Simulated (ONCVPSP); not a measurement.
indium (In): ONCV pseudisation with PBE, scalar-relativistic reference atom.

ONCVPSP 4.0.1 was run on this input:

```
# ATOM AND REFERENCE CONFIGURATION
# atsym  z   nc   nv     iexc    psfile
  In 49.00    8    3        4      upf
#
#   n    l    f
    1    0    2.00
    2    0    2.00
    2    1    6.00
    3    0    2.00
    3    1    6.00
    3    2   10.00
    4    0    2.00
    4    1    6.00
    4    2   10.00
    5    0    2.00
    5    1    1.00
#
# PSEUDOPOTENTIAL AND OPTIMIZATION
# lmax
    2
#
#   l,   rc,      ep,       ncon, nbas, qcut
    0    2.20    0.00    5   10    2.60
    1    3.05    0.00    4    7    2.30
    2    1.70    0.00    4    9    7.50
#
# LOCAL POTENTIAL
# lloc, lpopt,  rc(5),   dvloc0
    4    4    1.30    1.00
#
# VANDERBILT-KLEINMAN-BYLANDER PROJECTORs
# l, nproj, debl
    0    2    2.80
    1    2    2.70
    2    2    1.70
#
# MODEL CORE CHARGE
# icmod, fcfact, rcfact
    0    0.00    0.00
#
# LOG DERIVATIVE ANALYSIS
# epsh1, epsh2, depsh
   -2.00    5.00    0.02
#
# OUTPUT GRID
# rlmax, drl
    6.00    0.01
#
# TEST CONFIGURATIONS
# ncnf
    4
# nvcnf
#   n    l    f
    3
    4    2   10.00
    5    0    2.00
    5    1    0.00
#
    3
    4    2   10.00
    5    0    1.00
    5    1    0.00
#
    3
    4    2   10.00
    5    0    0.00
    5    1    0.00
#
    3
    4    2    9.00
    5    0    2.00
    5    1    2.00
#
```

Command:

```bash
oncvpsp.x < In.dat > In.out
```

The program printed (shortened: citation, most of the input echo, consistency checks and plot data are left out):

```
ONCVPSP  (Optimized Norm-Conservinng Vanderbilt PSeudopotential)
scalar-relativistic version 4.0.1

#   n    l    f        energy (Ha)
    1    0    2.00    -1.0199550E+03
    2    0    2.00    -1.5271681E+02
    2    1    6.00    -1.3706868E+02
    3    0    2.00    -2.8979330E+01
    3    1    6.00    -2.3855262E+01
    3    2   10.00    -1.5901853E+01
    4    0    2.00    -4.3974108E+00
    4    1    6.00    -2.8712316E+00
    4    2   10.00    -6.8439220E-01
    5    0    2.00    -3.0176496E-01
    5    1    1.00    -9.2560952E-02

Reference configufation results
  iterations    22
  all-electron total energy (Ha)   -5.88163595D+03

Begin loop to  construct optimized pseudo wave functions
and semi-local pseudopoentials for all angular momenta

   Wellstate for l =  0  n =  7
     eigenvalue =   2.4982
     asymptotic potential =   2.9982
     half-point radius =  3.7898

Calculating optimized projector #   1

 for l=   0

    Fraction of norm inside rc  0.374204
    Optimizing pswf for qcut=   2.61 a_B^-1,  ecut=   3.40 Ha
    Residual kinetic energy error=  8.51D-03 Ha

    Energy error per electron        Cutoff
         Ha          eV             Ha
         0.01000     0.27211        3.31
         0.00100     0.02721       17.32
         0.00010     0.00272       54.90
         0.00001     0.00027       62.87

Calculating optimized projector #   2

 for l=   0

    Fraction of norm inside rc  0.131269
    Optimizing pswf for qcut=   2.61 a_B^-1,  ecut=   3.40 Ha
    Residual kinetic energy error=  2.57D-01 Ha

    Energy error per electron        Cutoff
         Ha          eV             Ha
         0.01000     0.27211       10.58
         0.00100     0.02721       33.78
         0.00010     0.00272       63.25
         0.00001     0.00027       72.85

   Wellstate for l =  1  n =  8
     eigenvalue =   2.6074
     asymptotic potential =   3.1074
     half-point radius =  5.2540

Calculating optimized projector #   1

 for l=   1

    Fraction of norm inside rc  0.386354
    Optimizing pswf for qcut=   2.30 a_B^-1,  ecut=   2.65 Ha
    Residual kinetic energy error=  4.79D-04 Ha

    Energy error per electron        Cutoff
         Ha          eV             Ha
         0.01000     0.27211        0.90
         0.00100     0.02721        1.72
         0.00010     0.00272       10.93
         0.00001     0.00027       15.46

Calculating optimized projector #   2

 for l=   1

    Fraction of norm inside rc  0.206769
    Optimizing pswf for qcut=   2.30 a_B^-1,  ecut=   2.65 Ha
    Residual kinetic energy error=  2.97D-01 Ha

    Energy error per electron        Cutoff
         Ha          eV             Ha
         0.01000     0.27211        5.73
         0.00100     0.02721       17.35
         0.00010     0.00272       21.58
         0.00001     0.00027       24.30

   Wellstate for l =  2  n =  6
     eigenvalue =   1.0156
     asymptotic potential =   1.5156
     half-point radius =  5.2845

Calculating optimized projector #   1

 for l=   2

    Fraction of norm inside rc  0.856058
    Optimizing pswf for qcut=   7.51 a_B^-1,  ecut=  28.20 Ha
    Residual kinetic energy error=  2.26D-04 Ha

    Energy error per electron        Cutoff
         Ha          eV             Ha
         0.01000     0.27211       21.53
         0.00100     0.02721       25.74
         0.00010     0.00272       40.07
         0.00001     0.00027      105.96

Calculating optimized projector #   2

 for l=   2

    Fraction of norm inside rc  0.054144
    Optimizing pswf for qcut=   7.51 a_B^-1,  ecut=  28.20 Ha
    Residual kinetic energy error=  1.23D-04 Ha

    Energy error per electron        Cutoff
         Ha          eV             Ha
         0.01000     0.27211       18.91
         0.00100     0.02721       24.33
         0.00010     0.00272       28.97
         0.00001     0.00027       59.93

Construct Vanderbilt / Kleinmman-Bylander projectors

B matrix Hermiticity error, ll=   0
   1   2   -1.7465E-04

  Orthonormal projector coefficients  8.1304E+00  1.4981E+00

B matrix Hermiticity error, ll=   1
   1   2    6.2055E-05

  Orthonormal projector coefficients  4.5111E+00  6.3581E-01

B matrix Hermiticity error, ll=   2
   1   2   -1.6438E-04

  Orthonormal projector coefficients -3.3296E+00 -1.0682E+00

Pseudoatom total energy  -55.778155

Diagnostic tests using Vanderbilt-Kleinman-Bylander pseudopotentials
  1 or more projectors used as specified by nproj input data

   l    rcore       rmatch      e in        delta e   norm test  slope test

   0   2.2000287   2.2668263  -0.3017650  -0.0000012   1.0000169   1.0000364
   0   2.2000287   2.2668263   2.4982350   0.0000246   1.0000669   1.0000669

   1   3.0571538   3.1499756  -0.0925610  -0.0000001   1.0000060   1.0000122
   1   3.0571538   3.1499756   2.6074391   0.0000164   1.0001543   1.0001543

   2   1.7010425   1.7526899  -0.6843922  -0.0000054   1.0001446   1.0001556
   2   1.7010425   1.7526899   1.0156078   0.0000165   1.0002653   1.0002653

 Testing for bound ghosts
   n   l    E NL Schr. Eq   E Basis Diag.   E Cutoff

   1   0       -0.301766       -0.299081     92.10

   2   1       -0.092561       -0.089908     23.65

   3   2       -0.684398       -0.684245    153.50

 Testing for highly-localized positive-energy ghosts
       l    <radius>/rc     E Basis Diag.   E Cutoff

       0        0.270044        1.634752     92.10  WARNING - GHOST(+)

       1        0.549246        3.177638     23.65  WARNING - GHOST(+)

Test configuration 0

   n   l     f        eae           eps        diff
   1   0  2.0000-1019.95496395
   2   0  2.0000 -152.71680934
   2   1  6.0000 -137.06867834
   3   0  2.0000  -28.97933047
   3   1  6.0000  -23.85526208
   3   2 10.0000  -15.90185308
   4   0  2.0000   -4.39741076
   4   1  6.0000   -2.87123162
   4   2 10.0000   -0.68439220   -0.68439757   -5.37D-06
   5   0  2.0000   -0.30176496   -0.30176614   -1.18D-06
   5   1  1.0000   -0.09256095   -0.09256109   -1.39D-07

    Total energies and differences
      AE_ref= -5.88163595D+03  AE_tst= -5.88163595D+03  dif=  0.00D+00
      PS_ref= -5.57781551D+01  PS_tst= -5.57781551D+01  dif= -5.68D-14
      PSP excitation error=  5.68D-14

Test configuration 1

   n   l     f        eae           eps        diff
   1   0  2.0000-1020.23088656
   2   0  2.0000 -152.99126966
   2   1  6.0000 -137.34330486
   3   0  2.0000  -29.25359294
   3   1  6.0000  -24.12953529
   3   2 10.0000  -16.17605630
   4   0  2.0000   -4.67171257
   4   1  6.0000   -3.14569823
   4   2 10.0000   -0.95816598   -0.95807468    9.13D-05
   5   0  2.0000   -0.54849627   -0.54864092   -1.45D-04

    Total energies and differences
      AE_ref= -5.88163595D+03  AE_tst= -5.88143885D+03  dif=  1.97D-01
      PS_ref= -5.57781551D+01  PS_tst= -5.55809875D+01  dif=  1.97D-01
      PSP excitation error= -6.61D-05

Test configuration 2

   n   l     f        eae           eps        diff
   1   0  2.0000-1020.62443740
   2   0  2.0000 -153.38008447
   2   1  6.0000 -137.73238653
   3   0  2.0000  -29.64280069
   3   1  6.0000  -24.51873439
   3   2 10.0000  -16.56498989
   4   0  2.0000   -5.06106775
   4   1  6.0000   -3.53499747
   4   2 10.0000   -1.34244364   -1.34102806    1.42D-03
   5   0  1.0000   -0.86991953   -0.86910368    8.16D-04

    Total energies and differences
      AE_ref= -5.88163595D+03  AE_tst= -5.88073196D+03  dif=  9.04D-01
      PS_ref= -5.57781551D+01  PS_tst= -5.48742083D+01  dif=  9.04D-01
      PSP excitation error=  3.54D-05

Test configuration 3

psatom: WARNING lschvkbb convergence error n,l,iter=   2   1   4
ea(ii),et,emin,emax -1.001230E-01 -1.101353E-01 -1.101353E-01 -1.101353E-01
run_config: WARNING for fully non-local PS atom, stg. 1
 WARNING no output for configuration 4

Test configuration 4

   n   l     f        eae           eps        diff
   1   0  2.0000-1020.22175125
   2   0  2.0000 -152.99583278
   2   1  6.0000 -137.34695636
   3   0  2.0000  -29.25124766
   3   1  6.0000  -24.12719023
   3   2 10.0000  -16.17533202
   4   0  2.0000   -4.64244203
   4   1  6.0000   -3.10716522
   4   2  9.0000   -0.88891193   -0.89164738   -2.74D-03
   5   0  2.0000   -0.37722966   -0.37596908    1.26D-03
   5   1  2.0000   -0.13515932   -0.13493797    2.21D-04

    Total energies and differences
      AE_ref= -5.88163595D+03  AE_tst= -5.88096320D+03  dif=  6.73D-01
      PS_ref= -5.57781551D+01  PS_tst= -5.51038259D+01  dif=  6.74D-01
      PSP excitation error= -1.58D-03
```

The run took about 3 s on one core of a shared server CPU.
